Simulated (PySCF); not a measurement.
C3H7FOSi.
Numbering: `[O:1]=[CH:2][C@@H:3]([F:4])[CH2:5][SiH3:6]` (hydrogens: H7 on C2; H8 on C3; H9, H10 on C5; H11, H12, H13 on Si6)

The same species was optimised twice, with GFN2-xTB and with PBE0-D3(BJ)/def2-SVP (PySCF), and the same property calculations (PySCF, gas phase) were run on both structures.

```tsv
coordinate	GFN2-xTB	PBE0-D3(BJ)/def2-SVP	change
C2–C3 (Å)	1.501	1.513	+0.012
C5–Si6 (Å)	1.917	1.905	-0.012
C3–F4 (Å)	1.385	1.377	-0.008
O1=C2 (Å)	1.199	1.201	+0.002
C3–C5 (Å)	1.513	1.511	-0.002
C3–C5–Si6 (°)	111.6	116.4	+4.8
C2–C3–C5 (°)	111.2	113.4	+2.2
C2–C3–F4 (°)	109.0	107.8	-1.2
F4–C3–C5 (°)	112.2	111.4	-0.8
O1–C2–C3 (°)	122.7	122.9	+0.2
O1–C2–C3–F4 (°)	-166	-165	+1
C2–C3–C5–Si6 (°)	52	57	+5
```

Rotational constants: A = 4376, B = 2083, C = 1492 MHz (GFN2-xTB) against A = 4084, B = 2015, C = 1423 MHz (PBE0-D3(BJ)/def2-SVP). Point groups within 0.08 Å: C1 and C1.

On the GFN2-xTB structure: HOMO (eV) -7.98 [PBE0/pcSseg-1]; LUMO (eV) -1.52 [PBE0/pcSseg-1]; dipole (D) 1.04 [PBE0/pcSseg-1]; GIAO shielding of O1 (ppm) -346.2 [PBE0/pcSseg-1]; GIAO shielding of C2 (ppm) -29.2 [PBE0/pcSseg-1]; GIAO shielding of C3 (ppm) 87.2 [PBE0/pcSseg-1]; GIAO shielding of F4 (ppm) 378.8 [PBE0/pcSseg-1]; GIAO shielding of C5 (ppm) 172.5 [PBE0/pcSseg-1]; GIAO shielding of Si6 (ppm) 430.6 [PBE0/pcSseg-1].

Problem. What do these properties become on the PBE0-D3(BJ)/def2-SVP structure?

Solution. 
```
                                    property          level  on GFN2-xTB  on PBE0-D3(BJ)/def2-SVP  change
                                   HOMO (eV)  PBE0/pcSseg-1        -7.98                    -7.94   +0.04
                                   LUMO (eV)  PBE0/pcSseg-1        -1.52                    -1.41   +0.11
                                  dipole (D)  PBE0/pcSseg-1         1.04                     1.20   +0.16
energy, GFN2-xTB geometry as zero (kcal/mol)  PBE0/pcSseg-1          0.0                     -2.1    -2.1
                  GIAO shielding of O1 (ppm)  PBE0/pcSseg-1       -346.2                   -357.7   -11.5
                  GIAO shielding of C2 (ppm)  PBE0/pcSseg-1        -29.2                    -28.7    +0.5
                  GIAO shielding of C3 (ppm)  PBE0/pcSseg-1         87.2                     87.7    +0.5
                  GIAO shielding of F4 (ppm)  PBE0/pcSseg-1        378.8                    380.3    +1.5
                  GIAO shielding of C5 (ppm)  PBE0/pcSseg-1        172.5                    172.7    +0.2
                 GIAO shielding of Si6 (ppm)  PBE0/pcSseg-1        430.6                    424.0    -6.6
```

The heavy atoms differ by 0.089 Å rms after alignment. Among bonds between heavy atoms C2–C3 and C5–Si6 change most and about equally (-0.012 to +0.012 Å). Changes are differences of the printed values. Neither structure is proved a minimum here.

Conformer computed: `[O:1]=[CH:2][C@@H:3]([F:4])[CH2:5][SiH3:6]`: O1–C2–C3–F4 -165°, C2–C3–C5–Si6 57°.
